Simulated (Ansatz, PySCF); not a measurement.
Si(F)2(I)(OH) (F2HIOSi), SMILES O[Si](F)(F)I. Atoms are numbered in the order given.

```xyz
6

O      1.5762    -1.6582     0.0000
Si     0.0209    -1.1769     0.0000
F     -0.7624    -1.7588     1.2759
F     -0.7624    -1.7588    -1.2759
I     -0.0523     1.2128     0.0000
H      1.7623    -2.6035     0.0000
```
Charge 0, spin multiplicity 1.

The structure is a stationary point at PBE0-D3(BJ)/def2-SVP. The structure was generated by enumeration, and PubChem lists no compound with its InChIKey, so it may never have been made. The def2 effective core potentials stand for the cores of I; spin–orbit coupling is left out. The values are those of a single conformer.

Two levels are set side by side: PBE-D3(BJ)/def2-SVP (Ansatz, a program for electronic structure) and PBE0-D3(BJ)/def2-SVP (Ansatz). Each level has its own optimised geometry; the coordinates shown are those of the second. Frequencies come from the Hessian of PySCF at each geometry. Differences are taken from unrounded values.

| quantity | PBE0-D3(BJ) | PBE-D3(BJ) | PBE-D3(BJ) minus PBE0-D3(BJ) |
|---|---|---|---|
| mean bond length (Å) | 1.639 | 1.656 | 0.017 |
| bond O1–Si2 (Å) | 1.628 | 1.647 | 0.019 |
| bond Si2–F3 (Å) | 1.606 | 1.623 | 0.017 |
| bond Si2–F4 (Å) | 1.606 | 1.623 | 0.017 |
| bond Si2–I5 (Å) | 2.391 | 2.412 | 0.021 |
| bond O1–H6 (Å) | 0.964 | 0.975 | 0.012 |
| highest harmonic wavenumber (cm⁻¹) | 3913 | 3743 | -170 |
| mean harmonic wavenumber (cm⁻¹) | 780 | 749 | -30 |
| zero-point energy (kcal/mol) | 13.37 | 12.85 | -0.52 |

Exact exchange shortens and stiffens bonds; PBE has none. Differences between two approximate levels are no errors against the true value.
